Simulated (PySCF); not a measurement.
SMILES C=N/C=C(\Cl)C1=CCC1, C7H8ClN

Geometry (Å), atoms numbered from 1 in this order:
```xyz
17

C     3.6836    0.2902    0.0875
N     2.8457   -0.6296    0.2650
C     1.5100   -0.5843    0.0336
C     0.6307    0.3343    0.4901
Cl    1.1813    1.7534    1.3386
C    -0.7874    0.1891    0.3991
C    -1.8492    0.9198    0.7821
C    -2.8524   -0.0449    0.2219
C    -1.6360   -0.8944   -0.2257
H     3.4728    1.2376   -0.4092
H     4.6977    0.1201    0.4205
H     1.1133   -1.4805   -0.4258
H    -1.9676    1.8542    1.2975
H    -3.4983   -0.5225    0.9572
H    -3.4649    0.3427   -0.5910
H    -1.5606   -1.8703    0.2489
H    -1.5256   -1.0028   -1.3026
```

Method used: GIAO BHandHLYP/pcSseg-1 magnetisability, rotational g tensor and spin-rotation constants, non-relativistic, gas phase in PySCF. Geometry: GFN2-xTB.

(1) Give the nuclear spin-rotation constants along the inertial axes (H = +C I·J) beside the isotropic shieldings.

Answers

(1) Rotational constants 2.9027, 0.8622, 0.6776 GHz. A star marks the isotopologue with that one atom substituted, in its own axes.
| atom | isotope | Caa (kHz) | Cbb (kHz) | Ccc (kHz) | mean (kHz) | σ (ppm) |
| --- | --- | --- | --- | --- | --- | --- |
| N2 | 14N | 1.051 | 0.099 | 0.089 | 0.413 | -134.6 |
| Cl5 | 35Cl | 0.792 | 0.103 | 0.111 | 0.335 | 833.1 |
| H10 | 1H | -0.231 | -0.038 | 0.021 | -0.083 | 24.2 |
| H11 | 1H | 0.270 | -0.090 | -0.054 | 0.042 | 24.2 |
| H12 | 1H | -0.124 | 0.054 | -0.081 | -0.050 | 24.5 |
| H13 | 1H | -0.292 | 0.091 | -0.079 | -0.093 | 25.5 |
| H14 | 1H | -0.124 | -0.095 | -0.016 | -0.078 | 29.4 |
| H15 | 1H | -0.143 | -0.095 | -0.012 | -0.083 | 29.4 |
| H16 | 1H | -0.305 | -0.044 | -0.013 | -0.121 | 29.3 |
| H17 | 1H | -0.305 | -0.044 | -0.014 | -0.121 | 29.3 |
| C1 | 13C* | 1.375 | 0.214 | 0.238 | 0.609 | 24.8 |
| C3 | 13C* | 1.201 | 0.338 | 0.122 | 0.554 | 45.2 |
| C4 | 13C* | 1.029 | 0.304 | 0.130 | 0.488 | 65.0 |
| C6 | 13C* | 1.239 | 0.387 | 0.112 | 0.579 | 34.6 |
| C7 | 13C* | 1.190 | 0.377 | 0.100 | 0.555 | 44.2 |
| C8 | 13C* | 0.555 | 0.127 | 0.085 | 0.256 | 159.7 |
| C9 | 13C* | 0.430 | 0.155 | 0.098 | 0.228 | 157.9 |

For the geometry as given, no vibrational averaging.
